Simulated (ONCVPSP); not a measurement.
## Be: ONCV pseudisation with LDA (Perdew-Zunger), scalar-relativistic reference atom.

ONCVPSP 4.0.1 input, shortened (lines: element, Z, core and valence counts, functional; n l f; lmax; l rc ep ncon nbas qcut; lloc lpopt rc5 dvloc0; l nproj debl; icmod fcfact rcfact), LDA (Perdew-Zunger), scalar-relativistic:

```
  Be 4.00    0    3        3      upf
    1    0    2.00
    2    0    1.00
    2    1    1.00
    2
    0    0.75    0.00    4    8   15.00
    1    3.45    0.00    4    7    3.20
    2    3.20    0.25    5    9    2.90
    4    4    0.50    0.00
    0    2    1.20
    1    3    2.10
    2    2    1.60
    0    0.00    0.00
```

**Question.** Estimate the cutoffs (Ha) at which the residual kinetic energy of the hardest occupied pseudo-wave falls to 1 and 0.1 mHa per electron.

**Answer.** 88 Ha and 102 Ha.

**Question.** What does a ghost test show?

**Answer.** No bound ghost flagged; GHOST(+) flagged for d at 487.2 eV.

**Question.** Which valence shell sets the plane-wave cutoff?

**Answer.** 1s: 88 Ha for 1 mHa per electron, against 70 Ha for 2s.

**Question.** Tests: 1s2 2s2 2p0; 1s2 2s1 2p0; 1s2 2s0 2p0; 1s2 2s0 2p1. Which has the largest error in its energy relative to the reference configuration, and how large is it?

**Answer.** 1s2 2s0 2p0, with +157 meV (all-electron minus pseudo) on +23.78 eV.
